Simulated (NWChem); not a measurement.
**Ionisation of C2H2N3**

SMILES: [c]1nc[nH]n1
```xyz
7

C      0.0776     1.1453     0.0000
N      1.1442     0.3963     0.0000
N      0.5850    -0.8299     0.0000
C     -0.7586    -0.7310     0.0000
N     -1.1083     0.5432     0.0000
H      1.1658    -1.6611     0.0000
H     -1.4267    -1.5924     0.0000
```
Charge 0, spin multiplicity 2.

All runs are NWChem calculations. All single points use one geometry, from UPBE0/def2-SVP, a minimum by its harmonic frequencies.

Basis set: def2-SVPD. The species with one electron less has spin multiplicity 3 and keeps the geometry of the parent. Δ marks differences of total energies (open shells unrestricted). −ε marks an orbital energy of the parent. That orbital need not have the symmetry of the hole or added electron in the Δ rows.

The correlated methods keep 5 core orbitals frozen. B3LYP has NWChem's definition, with VWN1-RPA local correlation. The structure started from a generated list of species. The unpaired electrons of the parent sit in orbitals of symmetry a' (Cs labels of the run); other states weren't searched. The stability of the SCF solutions was not checked.

Order these methods by the first vertical ionisation energy they give, lowest first: evGW0@PBE, −ε(beta HOMO) of M06-2X, G0W0@PBE0, −ε(beta HOMO) of B3LYP, −ε(beta HOMO) of TPSS, ΔB2PLYP.

−ε(beta HOMO) of TPSS (6.92 eV), −ε(beta HOMO) of B3LYP (7.90 eV), −ε(beta HOMO) of M06-2X (9.30 eV), evGW0@PBE (9.82 eV), G0W0@PBE0 (9.93 eV), ΔB2PLYP (11.10 eV)
